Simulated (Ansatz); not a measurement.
Cost and result up the ladder for Pt₂₀ (started as a model of: Pt20 flat piece) (20 atoms). Total charge 0; singlet. Geometry: PBE-D4/def2-SVP.

```xyz
20

Pt    0.6271    5.6614   -2.0959
Pt    1.2727    3.2733   -1.6984
Pt    3.3026    1.8343   -1.5083
Pt    3.6722    0.1431    0.3272
Pt    5.9504   -0.6239    1.0290
Pt   -1.1175    3.9364   -2.6167
Pt   -0.8567    1.7609   -1.1559
Pt    1.3622    1.3780    0.2350
Pt    1.5640   -0.9422    1.5077
Pt    4.0080   -1.9172    1.9485
Pt   -3.1287    2.4910   -2.1744
Pt   -3.0364    0.5428   -0.2839
Pt   -0.6898   -0.1611    0.5334
Pt   -0.3919   -2.5988    1.2864
Pt    2.0691   -3.5021    1.8746
Pt   -4.3601    0.2867   -2.4286
Pt   -5.0673   -1.1078   -0.3593
Pt   -2.8039   -1.8903    0.5880
Pt   -2.3903   -3.8584    2.2170
Pt    0.0140   -4.7062    2.7747
```

Ansatz on 5 threads of AMD EPYC 7R13 on a shared host and a share (37 GiB) of an NVIDIA H100 80GB HBM3. Times are rough, and most runs start from the orbitals of an earlier one. No level here is sound enough to serve as a yardstick. Binding counts from free atoms at the same level (Pt triplet; other spins of the atoms weren't run), without zero-point energy or a counterpoise term.

In the def2 sets Pt takes a core potential; there is no spin–orbit coupling. Single mean-field runs in def2-SVP, def2-TZVP are fitted with def2-universal-jkfit. No other spin state of charge 0 was run. Another isomer (singlet) lies 5.55 eV lower at PBE0-D4/def2-TZVP; other spin states weren't run for this one.

Run but left out: MP2/def2-SVP (restricted singlet, unstable towards broken spin symmetry).

| level | functions | wall time | binding energy per atom (eV) | remarks |
| --- | --- | --- | --- | --- |
| PBE-D4/def2-SVP | 640 | 15 s | 3.71 | restricted SCF unstable in HF |
| PBE-D4/def2-TZVP (with forces) | 800 | 19 s | 3.89 | restricted SCF unstable in HF |
| BLYP-D4/def2-TZVP | 800 | 19 s | 3.57 | restricted SCF unstable in HF |
| r2SCAN-D4/def2-TZVP | 800 | 23 s | 3.73 | restricted SCF unstable in HF |
| PBE0-D4/def2-SVP | 640 | 25 s | 2.94 | restricted SCF unstable in HF |
| PBE0-D4/def2-TZVP | 800 | 27 s | 3.12 | restricted SCF unstable in HF |
